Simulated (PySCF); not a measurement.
AsH6NSi.
Cartesian coordinates in Å at the PBE0-D3(BJ)/def2-SVP level; atoms count from 1:
```xyz
9
AsH6NSi angstrom
N     -1.5209    0.6499   -0.1702
Si    -0.3682   -0.5160    0.3862
As     1.6227   -0.0986   -0.8204
H     -1.6961    0.7506   -1.1639
H     -2.3658    0.8180    0.3647
H     -0.2505   -0.3381    1.8650
H     -0.6939   -1.9626    0.1353
H      2.3877   -1.1825   -0.0685
H      2.0743    0.9989    0.1353
```

Level of theory: PBE0-D3(BJ)/def2-SVP geometry optimisation, gas phase (PySCF 2.14.0).

Take the most abundant isotopes and a rigid rotor. The values belong to one conformer with, in the numbering `[NH2:1][SiH2:2][AsH2:3]`, H–N1–Si2–As3 52° and -164°, N1–Si2–As3–H 177° and 84°.

(1) Give the principal moments of inertia and the rotational constants in MHz.

(2) What kind of rotor is it?

(3) Is it planar, by Δ = Ic − Ia − Ib?

(4) Give the other two planar moments, Paa and Pbb, and the rms extents of the mass along the axes.

(5) Which lines would a microwave search look for?

Results:

(1) Ia = 35.76, Ib = 216.03, Ic = 240.37 u·Å²; 505379 MHz·u·Å²/I gives A = 14133, B = 2339, C = 2103 MHz.

(2) A near-prolate asymmetric top. Ray's parameter κ = (2B − A − C)/(A − C) = -0.961; −1 is the prolate and +1 the oblate limit.

(3) Not planar: Δ = Ic − Ia − Ib = -11.42 u·Å². For a rigid frame Δ = −2 Σ m c², so Σ m c² = 5.71 u·Å² lies off the ab plane: 5.68 from hydrogen and 0.03 from heavier atoms. The atom farthest from that plane is 1.50 Å away.

(4) Paa = Σ m a² = (Ib + Ic − Ia)/2 = 210.32 and Pbb = Σ m b² = (Ia + Ic − Ib)/2 = 30.05 u·Å². With the mass M = 122.95 u, the rms extents √(P/M) along a, b and c are 1.31, 0.49, 0.22 Å.

(5) The dipole components are |μa| = 1.44 D, |μb| = 0.37 D, |μc| = 0.17 D. Intensities carry the squares of the components, which stand as 1.00 : 0.07 : 0.01 (a : b : c). Some lines, for components of 0.1 D or more:

```
type  branch         J(Ka,Kc)     MHz  lower level (cm⁻¹)
   a       Q  3(1,2) ← 3(1,3)    1421               1.263
   c       Q  3(1,3) ← 3(0,3)   11216               0.888
   a       R  3(2,1) ← 2(2,0)   13340               2.034
   a       R  4(3,2) ← 3(3,1)   17775               4.465
   a       R  5(0,5) ← 4(0,4)   22139               1.480
   a       R  5(4,2) ← 4(4,1)   22218               7.839
   a       R  5(2,3) ← 4(2,2)   22272               3.073
   b       R  5(1,5) ← 4(0,4)   32373               1.480
   b       Q  5(2,3) ← 5(1,4)   34096               2.678
   c       Q  4(2,3) ← 4(1,3)   34557               1.918
   c       Q  3(2,2) ← 3(1,2)   35026               1.310
   b       Q  3(2,1) ← 3(1,2)   35044               1.310
   c       Q  2(2,1) ← 2(1,1)   35379               0.854
   b       R  2(2,0) ← 1(1,1)   44741               0.542
   c       R  3(2,1) ← 2(1,1)   48723               0.854
   b       R  4(2,3) ← 3(1,2)   52791               1.310
   c       Q  5(3,3) ← 5(2,3)   59466               3.816
   b       Q  5(3,2) ← 5(2,3)   59467               3.816
   c       Q  3(3,1) ← 3(2,1)   59542               2.479
   b       R  4(3,1) ← 3(2,2)   77335               2.478
   b       Q  5(4,2) ← 5(3,3)   83371               5.799
   b       Q  4(4,1) ← 4(3,2)   83375               5.058
   c       R  4(4,1) ← 3(3,1)  101149               4.465
   b       R  4(4,0) ← 3(3,1)  101149               4.465
   b       R  5(4,2) ← 4(3,1)  105592               5.058
   c       R  5(4,1) ← 4(3,1)  105592               5.058
   b       Q  5(5,0) ← 5(4,1)  107197               8.580
   b       Q  5(5,1) ← 5(4,2)  107197               8.580
```

No frequency check. Zero-point vibration and centrifugal distortion are left out. A rigid rotor knows nothing of inversion at nitrogen, which can split or shift real lines. Quadrupole hyperfine structure (14N, 75As) is left out.

On an x86-64 server with one thread (shared host), this took 25 s. These figures are those of the optimisation.
